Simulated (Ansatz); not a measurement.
`[Br][Al]1[O][SiH2]1`, relaxed with RKS PBE-D4/def2-SVP in the Gaussian-basis code of Ansatz from a rough embedded geometry. The force threshold is 0.03 eV/Å; the program also tests the step.

Total charge 0; spin multiplicity 1.

Start:

```xyz
6

Br   -2.842   -0.743    1.829
Al   -0.858   -0.898    0.458
O     0.024   -0.783   -1.172
Si    0.897    0.523   -0.233
H     2.242    0.097    0.013
H     0.537    1.804   -0.895
```

(1) How much energy does the relaxation release, and in how many steps? (Estimate.)

(2) Which bonds change most? (Estimate.)

(3) Give the relaxed structure. (Estimate.)

Answers

(1) The calculation gave: 89.18 kJ/mol, in 7 steps.

(2) Ansatz gave: Br1–Al2 from 2.416 to 2.254 Å; O3–Si4 from 1.830 to 1.733 Å; Al2–O3 from 1.857 to 1.769 Å; Si4–H5 from 1.432 to 1.507 Å.

(3) The calculation gave: 
```xyz
6

Br   -2.835   -1.300    1.625
Al   -0.992   -0.372    0.719
O    -0.245   -0.679   -0.855
Si    0.872    0.519   -0.290
H     2.288    0.040   -0.102
H     0.911    1.791   -1.097
```
